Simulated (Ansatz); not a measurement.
`[NH2][Hf]([OH])([OH])[OH]`. Total charge 0; spin multiplicity 1. Hf takes the def2 core potential.

```xyz
10

N    -0.446   -1.223    1.208
Hf    0.013    0.170   -0.212
O    -1.382    1.512   -0.155
O     0.173   -0.774   -1.895
O     1.713    1.030    0.177
H    -1.002   -1.057    2.035
H    -0.220   -2.206    1.161
H    -1.770    2.368   -0.299
H     0.464   -0.907   -2.790
H     2.456    1.087    0.769
```

(1) What are the harmonic wavenumbers in cm⁻¹ at PBE0-D4/def2-TZVP (Ansatz, finite differences of forces, unscaled)? (An estimate is asked.)

(2) Is this a minimum?

(3) Give the ideal-gas thermochemistry at 298.15 K and 1 bar (rigid rotor, harmonic oscillator; point group Cs, symmetry number 1).

Results:

(1) Ansatz gave: 56, 131, 151, 155, 166, 171, 208, 238, 247, 266, 291, 312, 424, 511, 616, 658, 669, 695, 1546, 3574, 3665, 4004, 4020, 4022.

(2) Yes, all 24 modes are real.

(3) Zero-point energy 160.3 kJ/mol; H(298) − E = 190.9 kJ/mol; entropy 419.7 J/(mol·K), of which translation 177.5, rotation 113.7, vibration 128.5; G(298) − E = 65.7 kJ/mol. Modes under 100 cm⁻¹ are hindered rotations or soft bends, so the harmonic entropy is rough.
